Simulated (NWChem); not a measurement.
# C₂H₂F₃ cation

```xyz
7

F      0.1583    -1.8132     0.0000
C     -0.7034    -0.8071     0.0000
C     -0.0022     0.4889     0.0000
F      1.2313     0.5722     0.0000
F     -0.6281     1.5620     0.0000
H     -1.3772    -0.8043    -0.8889
H     -1.3772    -0.8043     0.8889
```
Atoms are numbered in this order, from 1.

All runs: NWChem. Pople sets run with spherical d functions. Geometry: optimised at PBE0/def2-SVP. B3LYP is NWChem's, with the RPA form of VWN correlation. Atomic charges in e: unrestrained fits to the electrostatic potential beside Mulliken populations; buried atoms are poorly determined by the fit.

For level Hartree-Fock/6-31G*:

Mulliken F1: -0.34
Mulliken C2: 0.00
ESP C3: 0.86
Mulliken C3: 1.07
Mulliken F4: -0.17
Mulliken F5: -0.19

Q: What are these values for level B3LYP/def2-SVP?

A: 
| Property | Result |
|---|---|
| Mulliken F1 | -0.15 |
| Mulliken C2 | 0.23 |
| ESP C3 | 0.72 |
| Mulliken C3 | 0.43 |
| Mulliken F4 | 0.09 |
| Mulliken F5 | 0.07 |
